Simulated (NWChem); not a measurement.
C$_{2}$H$_{3}$ClO$_{2}$Si; SMILES Cl[Si](O)(C#C)O

```xyz
9

C      0.9727     2.7424     0.0020
C      0.3976     1.6712    -0.0044
Si    -0.4535     0.0659     0.0317
O     -1.3983    -0.1376     1.3639
O     -1.4052    -0.0256    -1.2967
Cl     0.9932    -1.4091     0.0316
H      1.4806     3.6911     0.0010
H     -0.9636    -0.3094     2.2043
H     -2.0048    -0.7765    -1.3500
```
Atoms are numbered in this order, from 1.

Results from NWChem. Coordinates come from a PBE0/def2-SVP optimisation. Level: PBE/def2-SVP with SMD (1 M gas to 1 M solution), gas-phase geometry. Reactions with the solvent are ignored.

```tsv
solvent	dielectric constant	solvation free energy (kcal/mol)	cavity-dispersion-structure term (kcal/mol)	dipole in solution (D)
water	78.4	-7.2	4.8	1.66
anisole	4.22	-5.6	-0.4	1.49
ethylene glycol	40.2	-6.1	5.8	1.66
1,4-dioxane	2.21	-3.7	0.0	1.42
```
